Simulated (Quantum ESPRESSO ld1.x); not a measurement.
Task: These are the eigenvalues of the occupied orbitals of an atom or ion with whole-number occupations (hartree). Method: Dirac Kohn-Sham, LDA (Slater exchange, Perdew-Zunger correlation), spin-unpolarised, spherical densities, point nucleus; computed with ld1.x of Quantum ESPRESSO 7.5.

orbital  eigenvalue
1s1/2      -1197.35
2s1/2      -250.338
2p1/2      -240.656
2p3/2      -231.103
3s1/2      -99.5690
3p1/2      -96.1674
3p3/2      -93.7470

Which element is it, and in what charge state? The configuration may be excited. Open shells, if any, are shared by 2j + 1.

Result: Z = 51, antimony, charge +38: Sb38+ in [Ne] 3s2 3p1. The list shows which subshells hold electrons but not how many an open one holds; the 1s level, -1197.4 hartree, gives Z - s = 48.9 by -(Z - s)^2/2, which with screening and relativity narrows Z to a few neighbours, and the depths of the outer levels then fix element, charge and occupations together.
